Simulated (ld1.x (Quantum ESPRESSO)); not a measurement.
**Which change was made? (Te, RRKJ)**

tellurium, norm-conserving RRKJ (Kleinman–Bylander form), made with ld1.x (Quantum ESPRESSO) 7.5 (LDA (PZ), scalar-relativistic). Core [Kr], reference 4d10 5s2 5p4. Waves: 5p (bound): rc 1.75 bohr; 4d (bound): rc 1.05 bohr; 5s (bound): rc 1.45 bohr. Local part: the s channel. Core correction: none.

Cutoffs, loose and tight: the cutoffs (Ry, on a coarse ladder) from which the occupation-weighted sum of valence levels, in a spherical-Bessel basis at the reference potential, stays within 10 and 1 mRy of its value at 400 Ry. They do not see the model core or the augmentation charge, which bear on the density cutoff. Test errors are all-electron minus pseudo excitation energies from the reference, over the configurations 4d10 5s2 5p3; 4d10 5s2 5p2; 4d10 5s2 5p1; 4d10 5s1 5p4; 4d10 5s2 5p0; 4d9 5s2 5p4; 4d10 5s0 5p6 (two spin-polarised tests are not counted in the largest error); variants that change the core or the reference have their own tests.

The base gives: outcome: generated; cutoff, loose: 140 Ry; cutoff, tight: 230 Ry; bound ghosts: none; largest test error (meV): -218.

(1) After one change the result is: outcome: generated; cutoff, loose: 90 Ry; cutoff, tight: 140 Ry; bound ghosts: none; largest test error (meV): -186. Which change was it?
A. wave 4d (bound): rc 1.05 bohr becomes 4d (bound): rc 1.08 bohr
B. wave 4d (bound): rc 1.05 bohr becomes 4d (bound): rc 1.58 bohr
C. wave 4d (bound): rc 1.05 bohr becomes 4d (bound): rc 1.36 bohr
D. wave 4d (bound): rc 1.05 bohr becomes 4d (bound): rc 0.76 bohr

## Answers

(1) C. The others give: wave 4d (bound): rc 1.05 bohr becomes 4d (bound): rc 1.58 bohr → outcome: generated; cutoff, loose: 70 Ry; cutoff, tight: 140 Ry; bound ghosts: none; largest test error (meV): -97 | wave 4d (bound): rc 1.05 bohr becomes 4d (bound): rc 0.76 bohr → outcome: generated; cutoff, loose: 180 Ry; cutoff, tight: over 300 Ry; bound ghosts: none; largest test error (meV): -230 | wave 4d (bound): rc 1.05 bohr becomes 4d (bound): rc 1.08 bohr → outcome: generated; cutoff, loose: 120 Ry; cutoff, tight: 230 Ry; bound ghosts: none; largest test error (meV): -217.
